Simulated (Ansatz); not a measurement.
Cost and result for the atomization energy of CH$_{4}$GeO (`C[O][GeH]`) (7 atoms, 6 bonds).

Total charge 0; spin multiplicity 1. Correlated methods include outer-core shells of Ge, which these sets cover unevenly. Scalar relativity is left out up to krypton. Geometry: relaxed with PBE0-D4/def2-TZVP. Program: Ansatz. All runs use 2 threads of a server CPU on a shared host. Times are those of one run each, without the atoms' runs, and a repeat can differ threefold. Electronic energies, without spin–orbit coupling; frozen cores. CCSD(T)/CBS adds CCSD(T) − MP2 in def2-TZVPP to the MP2 limit, and its time is that of the two runs behind it. T1 = 0.016. With those shells the extrapolation isn't a true limit. B3LYP takes the VWN-RPA correlation (the form of Gaussian; ORCA's B3LYP/G). HSE06 is the plane-wave form, built on full-range PBE exchange.

CCSD(T)/CBS is a level of theory with its own doubt, some kJ/mol a heavy atom from the limit and from the frozen cores, so smaller differences don't rank the functionals.

| level | functions | wall time |
| --- | --- | --- |
| PBE-D4/def2-TZVPP (with forces) | 166 | 2 s |
| PBE0-D4/def2-TZVPP | 166 | 2.4 s |
| HSE06-D4/def2-TZVPP | 166 | 2.6 s |
| CCSD(T)/def2-SVP | 80 | 2.9 s |
| B3LYP-D4/def2-TZVPP (with forces) | 166 | 3 s |
| r2SCAN-D4/def2-TZVPP (with forces) | 166 | 4.1 s |
| B2PLYP/def2-TZVPP | 166 | 4.2 s |
| r2SCANh-D4/def2-TZVPP | 166 | 4.5 s |
| ωB97X-V/def2-TZVPP | 166 | 6.5 s |
| ωB97M-V/def2-TZVPP (with forces) | 166 | 9 s |
| MP2/def2-QZVPP | 323 | 16 s |
| CCSD(T)/def2-TZVPP | 166 | 47 s |
| CCSD(T)/CBS(def2) | – | 63 s |

Question: What atomization energy does each give, and how far from CCSD(T)/CBS? (An estimate is asked.)

Answer: The calculation gave: 
| level | atomization (kcal/mol) | difference from CCSD(T)/CBS | per bond |
| --- | --- | --- | --- |
| PBE-D4/def2-TZVPP (with forces) | 575.2 | 9.1 | 1.5 |
| PBE0-D4/def2-TZVPP | 560.4 | -5.7 | -0.9 |
| HSE06-D4/def2-TZVPP | 560.7 | -5.4 | -0.9 |
| CCSD(T)/def2-SVP | 531.1 | -35.0 | -5.8 |
| B3LYP-D4/def2-TZVPP (with forces) | 565.3 | -0.8 | -0.1 |
| r2SCAN-D4/def2-TZVPP (with forces) | 564.3 | -1.8 | -0.3 |
| B2PLYP/def2-TZVPP | 558.9 | -7.2 | -1.2 |
| r2SCANh-D4/def2-TZVPP | 559.2 | -6.9 | -1.1 |
| ωB97X-V/def2-TZVPP | 566.1 | 0.0 | 0.0 |
| ωB97M-V/def2-TZVPP (with forces) | 564.4 | -1.7 | -0.3 |
| MP2/def2-QZVPP | 565.4 | -0.7 | -0.1 |
| CCSD(T)/def2-TZVPP | 551.0 | -15.1 | -2.5 |
| CCSD(T)/CBS(def2) | 566.1 | 0.0 | 0.0 |

Leaving LDA and LC-ωPBE aside and taking each functional with its dispersion term where it has one, the values, not all of them listed here, spread over 31.0 kcal/mol, from BHLYP-D4 to PBE-D4. LDA lies +79.3 kcal/mol from PBE without D4, its usual overbinding. From BLYP to BHLYP (50 % exact exchange), in def2-TZVPP and without D4, the atomization energy moves by −21.3 kcal/mol: exact exchange takes away binding that semilocal exchange gives to molecules. At CCSD(T), def2-SVP lies −35.0 kcal/mol from the extrapolated value and def2-TZVPP −15.1 kcal/mol: correlation converges slowly with the basis, and small sets miss more of it in the bonded molecule than in its fragments.
